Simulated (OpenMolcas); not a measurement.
**N I: effect of the active space**

```
Program             : OpenMolcas 26.06
Method              : SS-CASPT2, IPEA 0.25 Eh, imaginary shift 0.1 Eh
Basis               : ANO-L-VDZP
Scalar Hamiltonian  : non-relativistic, point nucleus
Spin-orbit coupling : RASSI with atomic mean-field integrals over the reference wave functions, term energies averaged over their components
```

A. 3 electrons in 3 orbitals (2p); 2S+1 = 4 odd, 1 root; 2S+1 = 2 odd, 8 roots; closed shells correlated: 1s 2s; CASPT2 step of the order of 0.7 core-seconds
B. 5 electrons in 4 orbitals (2s 2p); 2S+1 = 4 odd, 1 root; 2S+1 = 2 odd, 8 roots; 2S+1 = 4 even, 3 roots; closed shells correlated: 1s; CASPT2 step of the order of 0.7 core-seconds

Energies in cm-1 above 2s2 2p3 4S* 3/2, the measured ground level; measured values from NIST Handbook of Basic Atomic Spectroscopic Data.

| Level | A | B | Measured |
| --- | --- | --- | --- |
| 2s2 2p3 4S* 3/2 | 0.0 | 0.0 | 0.0 |
| 2s2 2p3 2D* 3/2 | 21230 | 21210 | 19233 |
| 2s2 2p3 2D* 5/2 | 21230 | 21210 | 19224 |
| 2s2 2p3 2P* 1/2 | 33050 | 30630 | 28839 |
| 2s2 2p3 2P* 3/2 | 33050 | 30630 | 28839 |

Deviations, from unrounded energies. A percentage is the sum of absolute deviations over the sum of measured energies, with the sign that they share, or ± where signs differ.

```tsv
Against measurement	Levels	A	B
mean absolute deviation (cm-1)	4	3100	1900
other terms of the ground configuration (%)	4	+12.9	+7.8
```

B lies closest to measurement on these levels. The largest miss of B in the table is 2s2 2p3 2D* 5/2, by +2000 cm-1. The ranking rests on the paired levels alone, and a cruder setting can come out closer through cancelling errors.

Between A and B the level of the table that moves most is 2s2 2p3 2P* 3/2, by 2400 cm-1 (lowest in B, highest in A). Moves below CASPT2's spread within the term are not significant.

CASPT2 breaks the degeneracy within a term, and the mean is taken; among the terms shown or strongly mixed into the levels shown the widest spread is 230 cm-1 (2s2 2p3 2D*, B). With the s shell closed, the reference lacks s² → p² mixing (holds for A). Measured partners are found by configuration, term and J. A level has none where our copy of the source lacks it or the pairing is in doubt (some pairs that miss far off the trend of their configuration count as doubtful), and it then counts in no deviation. Only configurations of the active space appear. The table leaves out levels that lie high or whose names do not pair safely across all columns.

* marks odd parity.
